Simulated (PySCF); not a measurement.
Computed shifts of a molecule Cl2FH3Si2, PBE/pcSseg-1 in PySCF, GIAO, gas phase, atoms alike by connectivity averaged where their shifts nearly agree, in ppm (number of nuclei): ¹⁹F: -118.5 (1). ²⁹Si: 29.8 (1), -104.4 (1). ¹H: 3.95 (3). References: ¹⁹F against CFCl3 (σ = 133.6 ppm); ²⁹Si against TMS (σ = 335.4 ppm); ³⁵Cl against HCl (σ = 936.5 ppm); ¹H against TMS (σ = 31.49 ppm), references at their B3LYP-D3(BJ)/def2-TZVP geometries, non-relativistic (without spin–orbit terms, shifts of atoms bonded to Cl or Br come out too high). Geometry optimised at r2SCAN-D4/def2-SVP. One conformer was computed; it need not be the lowest.

**Question.** Identify the compound among the candidates.
A. F[SiH2][SiH](Cl)Cl
B. F[Si@H](Cl)[SiH2]Cl
C. F[Si]([SiH3])(Cl)Cl

**Answer.** C, F[Si]([SiH3])(Cl)Cl
